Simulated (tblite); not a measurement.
Isomers of C3H5FO2Si. Method: GFN2-xTB as coded in tblite; computed harmonic values from a numerical Hessian at the method's own geometry, unscaled. Errors from tens to a few hundred cm⁻¹ against measured bands are possible. Modes of hydrogen on silicon can be 10 to 20 % off. One conformer each.

Electronic energies: GFN2-xTB at the same geometries; isomer energies are rough at this level and their order can be wrong.

```tsv
SMILES	electronic energy, lowest = 0 (kcal/mol)
C=COC(=O)[SiH2]F	0.0
O[Si@@]1(CF)C=CO1	17.1
F[C@H]1C=C(O[SiH3])O1	10.8
```

Question: How do GFN2-xTB zero-point energies change the relative energies?

Answer: 
| SMILES | ZPE (kcal/mol) | of it from modes above 1550 cm⁻¹ | electronic (kcal/mol) | with ZPE, lowest = 0 (kcal/mol) | lowest mode (cm⁻¹) | rings |
| --- | --- | --- | --- | --- | --- | --- |
| C=COC(=O)[SiH2]F | 46.0 | 25.0 | 0.0 | 0.0 | 7 | 0 |
| F[C@H]1C=C(O[SiH3])O1 | 45.5 | 21.3 | 10.8 | 10.4 | 60 | 1 |
| O[Si@@]1(CF)C=CO1 | 49.0 | 25.0 | 17.1 | 20.0 | 47 | 1 |

The zero-point energies span 3.5 kcal/mol, from `F[C@H]1C=C(O[SiH3])O1` to `O[Si@@]1(CF)C=CO1`. The order is unchanged.
